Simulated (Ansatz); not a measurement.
```xyz
11

F    -1.166    0.094    2.255
C    -0.808   -0.095    0.950
B     0.311   -1.056    0.473
C     0.602   -0.529   -0.989
Si    0.081    1.102   -0.241
F    -0.881    2.034   -1.113
H    -1.709   -0.268    0.330
H     1.019   -1.735    1.153
H     1.581   -0.700   -1.427
H    -0.173   -0.810   -1.711
H     1.142    1.965    0.319
```

The species carries charge 0 and has multiplicity 1.

(1) List the B3LYP/def2-TZVPP orbital energies in eV (Ansatz 0.2.0). (Estimate.)

Answers

(1) Ansatz gave: Occupied: -1800.28, -671.73, -671.44, -278.50, -276.61, -184.08, -144.70, -100.06, -100.01, -99.99, -32.78, -32.67, -20.95, -18.30, -15.12, -14.43, -14.00, -12.92, -12.64, -12.44, -11.98, -11.61, -11.14, -10.48, -9.09, -8.44, -7.77. Lowest empty: -1.98, 0.26, 0.55, 0.93, 1.25, 1.89, 2.19, 2.56.

B3LYP here is the variant with VWN-RPA as its local correlation; programs differ in this.
